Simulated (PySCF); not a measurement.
1,3-butanesultone, C4H8O3S.
Numbering: `[CH3:1][C@H:2]1[CH2:3][CH2:4][S:5](=[O:6])(=[O:7])[O:8]1` (hydrogens: H9, H10, H11 on C1; H12 on C2; H13, H14 on C3; H15, H16 on C4)

The geometry is computed with GFN2-xTB (gas phase).

List the bond lengths, angles and torsions at this level.

```
                 bond  length (bohr)
                C1–C2          2.882
                C2–C3          2.914
                C3–C4          2.859
                C4–S5          3.455
                S5=O6          2.692
                S5=O7          2.702
                S5–O8          3.054
                C2–O8          2.674
C1–H9, C1–H10, C1–H11          2.053
               C2–H12          2.070
               C3–H13          2.061
               C3–H14          2.058
               C4–H15          2.047
               C4–H16          2.050
```

Bonds in one row agree within 0.02 bohr and their mean is given. A selection of angles:
```
   angle  degrees
C1–C2–C3    112.7
C1–C2–O8    111.0
C3–C2–O8    106.2
C2–C3–C4    106.0
C3–C4–S5    103.2
C4–S5–O6    112.5
C4–S5–O7    109.2
C4–S5–O8     96.7
O6–S5–O7    117.6
O6–S5–O8    108.3
O7–S5–O8    110.4
C2–O8–S5    109.2
```

Torsions: C1–C2–C3–C4 78° (synclinal); C2–C3–C4–S5 25° (synperiplanar); C3–C4–S5–O6 111° (anticlinal); C4–S5–O8–C2 -25° (synperiplanar); C1–C2–O8–S5 -80° (synclinal).

Of the pairs four or more bonds apart, O7···H11 is among the closest relative to their van der Waals radii: 2.41 Å, 89 % of the sum of Bondi's values. The 5-membered ring C2–C3–C4–S5–O8 has internal angles of 96.7° to 109.2° (sum 521°, against 540° for a flat polygon); it is puckered, 0.18 Å rms from its mean plane, widest ring torsion 44°. S5 (sulfonyl sulfur) has angles from 96.7° to 117.6°. The O–S distances run from 1.424 Å (S5=O6, drawn double) to 1.616 Å (S5–O8, drawn single), a spread of 0.192 Å. The C–C distances run from 1.513 Å (C3–C4, drawn single) to 1.542 Å (C2–C3, drawn single), a spread of 0.029 Å.

Point group: C1 (no symmetry element, even within 0.4 Å). GFN2-xTB frequencies: not computed here. One conformer, not necessarily the lowest.
